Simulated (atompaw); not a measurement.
What one change does to a pseudopotential (molybdenum, PAW (atompaw))

Mo (Z = 42), PAW, made with atompaw 4.2.0.5 (PBEsol, non-relativistic). Core [Kr], reference 4d3 5s0 5p0 (charge +3). Waves: 5s (bound, empty): rc 2.50 bohr; 5s channel at 1.15 Ry: rc 2.50 bohr; 5p (bound, empty): rc 2.50 bohr; 5p channel at 3.7 Ry: rc 2.50 bohr; 4d (bound): rc 2.50 bohr; 4d channel at -1.95 Ry: rc 2.30 bohr. Local part: bessel scheme, radius 2.35 bohr. Core correction: smooth core density matched at 2.45 bohr. Augmentation charge: sinc compensation charge, radius 1.95 bohr; PAW radius 2.50 bohr; waves and projectors: custom polynom2 7 10 vanderbiltortho.

Change: augmentation sinc compensation charge, radius 1.95 bohr; PAW radius 2.50 bohr; waves and projectors: custom rrkj vanderbiltortho.

Cutoffs: the cutoffs (Ry, on a coarse ladder) from which the occupation-weighted sum of valence levels, in a spherical-Bessel basis at the reference potential, stays within 10 and 1 mRy of its value at 400 Ry; they do not see the model core or the augmentation charge, which bear on the density cutoff.

Question: What does the change do?

Answer: The potential gets softer (30 Ry and 70 Ry → 15 Ry and 25 Ry); the range in which the d phases agree narrows (upper end at the end of the scan → 0.8); neither file shows a bound ghost.

| quantity | base | changed |
| --- | --- | --- |
| cutoff, loose | 30 Ry | 15 Ry |
| cutoff, tight | 70 Ry | 25 Ry |
| bound ghosts | none | none |
| s: phases at 2.51 bohr within 0.05 rad from the reference energy up to (Ry; the scan ends near 5) | 2.4 | 2.5 |
| p: phases at 2.51 bohr within 0.05 rad from the reference energy up to (Ry; the scan ends near 5) | to the end of the scan | 4.3 |
| d: phases at 2.51 bohr within 0.05 rad from the reference energy up to (Ry; the scan ends near 5) | to the end of the scan | 0.8 |
| lowest overlap eigenvalue by channel | s 0.51, p 1.00, d 0.63 | s 0.73, p 0.96, d 0.61 |

 The cutoffs see the waves, projectors and local potential, not the compensation charge or the core.
